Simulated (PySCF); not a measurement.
A structure optimised at PBE-D3(BJ)/def2-SVP, used in a PySCF frequency run:

```xyz
12

In     0.0000     0.0000    -0.8667
H      0.0000    -1.5934    -1.5397
H      0.0000     1.5934    -1.5397
N      0.0000     0.0000     1.1945
C      0.0000     1.2076     1.9888
C      0.0000    -1.2076     1.9888
H     -0.8952     1.2715     2.6577
H      0.8952     1.2715     2.6577
H      0.0000     2.1105     1.3448
H      0.8952    -1.2715     2.6577
H     -0.8952    -1.2715     2.6577
H      0.0000    -2.1105     1.3448
```

Q: Write its SMILES, formula and point group.

A: C[N](C)[InH2], C₂H₈InN, C2v

Q: What are its rotational constants (standard atomic weights)?

A: 8.5830, 2.1270, 1.7426 GHz
